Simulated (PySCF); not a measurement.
Structure with atom numbers: `[SiH3:1][O:2][c:3]1[cH:4][cH:5][c:6]([Cl:7])[o:8]1`. Each H is labelled by its parent atom.

Computed data (PySCF 2.14.0 with density-fitted response routines): GFN2-xTB structure, PBE0/pcSseg-1 with gauge-including orbitals. Equivalent nuclei averaged, in vacuum, relativity neglected, one computed conformer.

Scale: TMS for ¹³C and ¹H and ²⁹Si; ¹⁷O vs H2O; ³⁵Cl vs HCl (reference shieldings calculated alike).

| atoms | nucleus | count | Hirshfeld charge | δ (ppm) |
| --- | --- | --- | --- | --- |
| H(Si1) | ¹H | 3 | -0.07 | 5.04 |
| C6 | ¹³C | 1 | 0.05 | ? |
| O8 | ¹⁷O | 1 | -0.07 | 292.7 |
| O2 | ¹⁷O | 1 | -0.19 | 88.8 |
| Cl7 | ³⁵Cl | 1 | -0.02 | 196 |
| C4 | ¹³C | 1 | -0.11 | 92.7 |
| C5 | ¹³C | 1 | -0.09 | ? |
| H(C4) | ¹H | 1 | 0.06 | 5.60 |
| C3 | ¹³C | 1 | 0.14 | 161.6 |
| H(C5) | ¹H | 1 | 0.06 | ? |
| Si1 | ²⁹Si | 1 | 0.39 | -35.9 |

Complete the table.

## Answers


- C6: 134.0 ppm, aromatic carbon bearing chlorine
- C5: 116.7 ppm, aromatic CH
- H(C5): 6.38 ppm, hydrogen on an aromatic CH; it sits in the deshielding region of the aromatic ring current

Carbons that carry Cl, above all several Cl atoms, come out too deshielded, partly because spin–orbit coupling is missing. Shifts are as computed. Against solution values, carbons near 30 ppm lie about +3 ppm off and those near 130 ppm about +5 ppm; carbons on Cl a further +6 ppm. Of 1309 compounds with measured shifts, 239 miss one by over three times the rms of a fit or turn the order of signals round; such compounds aren't used in these exercises. Unscaled 17O shifts of doubly bonded oxygen tend to come out too high, by tens of ppm or more. Experimental scales use liquid or dissolved standards, which lie at an offset from isolated H2O (liquid H2O: subtract about 36 ppm).
